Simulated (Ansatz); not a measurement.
Basis sets compared for `N#Cc1ccccc1-c1ccccc1C#N`. Total charge 0; singlet. Geometry PBE-D4/def2-SVP. Ansatz on 4 threads of Intel Xeon 6975P-C on a shared host; times are rough, and most runs start from earlier orbitals.

Cartesian coordinates in Å:
```
N 2.1873 -0.3014 2.7109
C 1.7101 -0.7767 1.7489
C 1.1448 -1.3831 0.5778
C 1.4859 -2.7224 0.2795
C 0.9321 -3.3598 -0.8349
C 0.0360 -2.6643 -1.6612
C -0.3057 -1.3371 -1.3718
C 0.2367 -0.6687 -0.2568
C -0.1245 0.7436 0.0268
C 0.8774 1.7181 0.2032
C 0.5530 3.0569 0.4570
C -0.7900 3.4545 0.5444
C -1.8061 2.5087 0.3768
C -1.4858 1.1561 0.1181
C -2.5578 0.2117 -0.0155
N -3.4518 -0.5419 -0.1237
H 2.1799 -3.2548 0.9451
H 1.2017 -4.4023 -1.0591
H -0.4020 -3.1576 -2.5417
H -1.0007 -0.7975 -2.0309
H 1.9321 1.4186 0.1243
H 1.3586 3.7952 0.5848
H -1.0479 4.5049 0.7443
H -2.8633 2.7995 0.4536
```

Binding counts from free atoms (N quartet, C triplet, H doublet) in the same basis, without a counterpoise term.

```
           level  functions  energy (Eh)  HOMO (eV)  LUMO (eV)  binding per atom (eV)  wall time
 PBE-D4/def2-SVP        264    -646.5514      -6.48      -2.84                   5.80      2.5 s
PBE0-D4/def2-SVP        264    -646.5822      -7.47      -2.10                   5.64      4.9 s
```

(1) Estimate the rows for PBE-D4/def2-TZVP, PBE0-D4/def2-TZVP (with forces).

Answers

(1) 
```csv
level,functions,energy (Eh),HOMO (eV),LUMO (eV),binding per atom (eV),wall time
PBE-D4/def2-TZVP,544,-647.2412,-6.57,-2.97,5.71,6.5 s
PBE0-D4/def2-TZVP (with forces),544,-647.2662,-7.50,-2.20,5.55,27 s
```
